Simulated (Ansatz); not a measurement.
Input for Ansatz (a program for electronic structure): R-SVWN5/def2-TZVPP on disilazane (SMILES [SiH3]N[SiH3]), a point of a torsion scan.

Ansatz 0.2 input:
```yaml
crystal:
  periodic: [false, false, false]
  atoms:
    - {symbol: Si, position_ang: [1.60275439, 0.23272840, 0.16980890]}
    - {symbol: N, position_ang: [0.18472293, -0.29363349, -0.67430530]}
    - {symbol: Si, position_ang: [-0.38325533, -1.91051275, -0.92235105]}
    - {symbol: H, position_ang: [2.82449720, -0.31525562, -0.43095130]}
    - {symbol: H, position_ang: [1.59510702, 1.69286845, 0.07890452]}
    - {symbol: H, position_ang: [1.49193318, -0.23265447, 1.55167248]}
    - {symbol: H, position_ang: [-0.21509412, 0.39012621, -1.29563404]}
    - {symbol: H, position_ang: [0.45144545, -2.64129695, -1.88461357]}
    - {symbol: H, position_ang: [-1.74549305, -1.77676078, -1.44015072]}
    - {symbol: H, position_ang: [-0.34297281, -2.58236604, 0.37399420]}
basis:
  gaussian:
    orbitals: def2-TZVPP
hamiltonian:
  xc: {name: SVWN5}
scf: {lower_state_search: off}
```

Q: Predict the final total energy.

A: -635.1932 hartree.
